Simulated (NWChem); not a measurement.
# CH₃BrSTe; SMILES S(C)[Te]Br

```xyz
7

Te     0.8534     0.2867    -0.0584
Br    -0.4726    -1.8779     0.0382
S     -0.7433     1.8893     0.6418
C     -1.7019     2.2577    -0.8573
H     -1.0604     2.6376    -1.6631
H     -2.4221     3.0372    -0.5658
H     -2.2518     1.3683    -1.1927
```
Atoms are numbered in this order, from 1.

Structure relaxed at the PBE0/def2-SVP level. No frequency run checked for a minimum. def2 effective core potentials on Te; no spin-orbit coupling.

Q: List the 4 lowest vertical singlet excitations from B3LYP/def2-SVPD with def2 effective core potentials on Te, TDA (NWChem).

A: 
```csv
state,energy (eV),oscillator strength,leading excitation (squared amplitude)
S1,2.41,0.001,HOMO → LUMO (0.99)
S2,3.30,0.001,HOMO → LUMO+1 (0.98)
S3,3.84,0.050,HOMO−1 → LUMO (0.84)
S4,4.08,0.010,HOMO−2 → LUMO (0.95)
```
